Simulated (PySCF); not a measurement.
Q: Write Cartesian coordinates for `O=COCOC(F)F` as optimised with GFN2-xTB.

A: 
```xyz
12
C3H4F2O3 angstrom
O     -2.6449    0.0435   -0.9005
C     -2.1783    0.3608    0.1449
O     -0.9858   -0.0096    0.6314
C     -0.1591   -0.8055   -0.1998
O      0.8347   -0.0323   -0.8107
C      1.7754    0.4705    0.0359
F      2.5468    1.3113   -0.6526
F      2.5875   -0.5158    0.4960
H     -2.6668    0.9989    0.8969
H     -0.7481   -1.2297   -1.0201
H      0.2759   -1.5876    0.4346
H      1.3638    0.9950    0.9180
```

Orientation and origin are arbitrary. Atoms count from 1 in this order. The C–F distances run from 1.333 Å (C6–F7, drawn single) to 1.358 Å (C6–F8, drawn single), a spread of 0.025 Å. Of the pairs four or more bonds apart, O1···H10 is among the closest relative to their van der Waals radii: 2.29 Å, 84 % of the sum of Bondi's values. The C–O distances run from 1.188 Å (O1=C2, drawn double) to 1.417 Å (O3–C4, drawn single), a spread of 0.229 Å.

Bonds between heavy atoms (Å): O1=C2 1.188, C2–O3 1.340, O3–C4 1.417, C4–O5 1.400, O5–C6 1.362, C6–F7 1.333, C6–F8 1.358.

Computed geometry: GFN2-xTB, gas phase.

Point group: C1 (no symmetry element, even within 0.4 Å). Whether it is a minimum is left open (no frequencies). The numbers are those of one conformer (O1–C2–O3–C4 3°, C2–O3–C4–O5 101°, O3–C4–O5–C6 68°, C4–O5–C6–F7 -172°).
